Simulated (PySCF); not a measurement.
**Correlation energy of I³⁵⁺ (iodine, charge +35)**

[Ar], closed-shell 1S. Computed with PySCF 2.14 in an even-tempered Gaussian basis (18 s from 5.9 bohr⁻², ratio 2.5; 12 p from 7.7 bohr⁻², ratio 2.5; 5 d from 35 bohr⁻², ratio 2.7; 4 f from 52 bohr⁻², ratio 2.7), with the spin-free X2C one-electron Hamiltonian (Gaussian nucleus). Frozen: 1s2; 16 electrons correlated; the 21 highest virtual orbitals of each spin left out.

```
  level  correlation energy (mhartree)
   CCSD                        -652.86
    (T)                          -1.25
CCSD(T)                        -654.11
```

Diagnostics: T1 = 0.00034, D1 = 0.0008, largest double amplitude 0.016.

Task: Is a single reference adequate?

Result: Yes, within this model without spin-orbit coupling: T1 lies below 0.03 and no double amplitude reaches 0.07.

At this charge the one-electron X2C treatment keeps the bare 1/r₁₂, with no two-electron picture change or Breit term. The effect here is smaller than on the frozen 1s shell; and a scalar Hamiltonian misses the large spin-orbit splitting of the p shells, which matters for ns² → np² pairs.
